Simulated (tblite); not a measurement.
Species: C₇H₉ (doublet state).
Geometry (GFN2-xTB, Å), atoms numbered from 1 in this order:
```
atom  x, y, z in Å
C1     2.8508    0.4782    0.4515
C2     1.3611    0.2998    0.3669
C3     0.7482   -0.8372    0.4602
C4    -0.5671   -1.4810    0.4292
C5    -1.5781   -0.4259    0.2320
C6    -2.4332    0.4452    0.6869
C7    -2.1365    0.5234   -0.7855
H8     3.3482   -0.4803    0.5685
H9     3.1029    1.1149    1.2989
H10    3.2199    0.9612   -0.4524
H11    0.8218    1.2440    0.2190
H12   -0.6048   -2.2032   -0.3933
H13   -0.7482   -2.0087    1.3714
H14   -3.0025    0.8735    1.4732
H15   -2.8626    0.1648   -1.5086
H16   -1.5276    1.3402   -1.1618
```

The geometry is computed with GFN2-xTB (gas phase). This method treats the open shell by occupation alone, without spin polarisation.

Take the most abundant isotopes and a rigid rotor. The values belong to one conformer with, in the numbering `[CH3:1]/[CH:2]=[C:3]/[CH2:4][C:5]1=[CH:6][CH2:7]1`, C2–C3–C4–C5 -1°, C3–C4–C5–C6 -93°.

Task: Give the principal moments of inertia and the rotational constants in MHz.

Result: Ia = 84.60, Ib = 359.11, Ic = 400.69 u·Å²; 505379 MHz·u·Å²/I gives A = 5973, B = 1407, C = 1261 MHz.

Task: Classify the top.

Result: A near-prolate asymmetric top; Ray's κ = -0.938.

Task: Is it planar, by Δ = Ic − Ia − Ib?

Result: Not planar: Δ = Ic − Ia − Ib = -43.03 u·Å². For a rigid frame Δ = −2 Σ m c², so Σ m c² = 21.51 u·Å² lies off the ab plane: 8.84 from hydrogen and 12.68 from heavier atoms. The atom farthest from that plane is 1.69 Å away.

Task: Give the other two planar moments, Paa and Pbb, and the rms extents of the mass along the axes.

Result: Paa = Σ m a² = (Ib + Ic − Ia)/2 = 337.59 and Pbb = Σ m b² = (Ia + Ic − Ib)/2 = 63.09 u·Å². With the mass M = 93.07 u, the rms extents √(P/M) along a, b and c are 1.90, 0.82, 0.48 Å.

Task: Estimate the classical rotational partition function at 10 K, 25 K and 100 K.

Result: Point group C1, symmetry number σ = 1; q = (√π/σ)·√((kT/h)³/(ABC)), k/h = 20836.6 MHz/K: 1640 at 10 K, 6470 at 25 K, 51800 at 100 K.

For this open shell read J as N, the rotation without spin; fine and hyperfine splittings come on top. Its GFN2-xTB frequencies are all real (lowest 43 cm⁻¹). Zero-point vibration and centrifugal distortion are left out.

Time: 2.4 s of wall time. Hardware: AMD EPYC, one thread, shared host. This is the geometry optimisation.
